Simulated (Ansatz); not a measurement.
`C[CH](C)[Zn][F]` at its PBE0-D4/def2-TZVP geometry, where that method's forces vanish. Charge 0, multiplicity 1.

```xyz
12

C    -1.3626    0.0811    0.2805
C     0.0817   -0.3913    0.1480
C     0.6427   -0.0736   -1.2344
Zn    1.2088    0.3015    1.5695
F     2.2300    0.9260    2.8579
H    -1.8081   -0.1941    1.2396
H    -1.4479    1.1667    0.1776
H    -1.9835   -0.3627   -0.5080
H     0.1009   -1.4790    0.2845
H     1.6544   -0.4613   -1.3762
H     0.6733    1.0031   -1.4248
H     0.0103   -0.5165   -2.0142
```

Question: What forces (eV/Å) does B3LYP-D4/def2-TZVPP give on these atoms in Ansatz 0.2.0? (Estimate.)

Answer: Ansatz gave: 
```
C1  -0.231  0.070  0.041
C2  -0.020 -0.227 -0.003
C3   0.108  0.044 -0.215
Zn4 -0.002 -0.004 -0.003
F5   0.114  0.070  0.143
H6   0.016  0.017 -0.048
H7   0.001 -0.053  0.008
H8   0.026  0.021  0.040
H9   0.003  0.075 -0.004
H10 -0.049  0.022  0.001
H11  0.002 -0.053  0.007
H12  0.033  0.020  0.034
```

B3LYP here is the variant with VWN-RPA as its local correlation; programs differ in this.
